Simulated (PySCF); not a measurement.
# Relaxation of quintet PtCl₄

All numbers come from PySCF, UPBE, basis Pt def2-SVP with ECP60, Cl def2-SVP (scalar-relativistic core potentials, no spin–orbit coupling, density fitting). A (50,194) grid was used.

A hand-made tetrahedral start, of Td symmetry, held to at least that symmetry:

```xyz
5
charge 0 multiplicity 5, angstrom
Pt    0.0000    0.0000    0.0000
Cl    1.8126   -0.0001    1.2817
Cl   -1.8126    0.0000    1.2817
Cl    0.0000    1.8126   -1.2817
Cl    0.0000   -1.8126   -1.2818
```

**Question.** What does it relax to?

**Answer.** It ends at Td with Pt–Cl 2.333 Å (×4); Cl–Pt–Cl 109.5° (×6). No frequency check is given, so it may be a saddle point. A symmetry-breaking gradient of 0.0009 Eh/bohr is left: the electronic state wants a lower symmetry.

**Question.** How much energy is released, and in how many steps?

**Answer.** 40.1 kJ/mol in 4 steps.

Other spin states or occupations of the open shell can lie lower. At this level a triplet minimum of D4h symmetry lies 123 kJ/mol below this structure. With an element this heavy the missing spin–orbit coupling can shift these numbers.
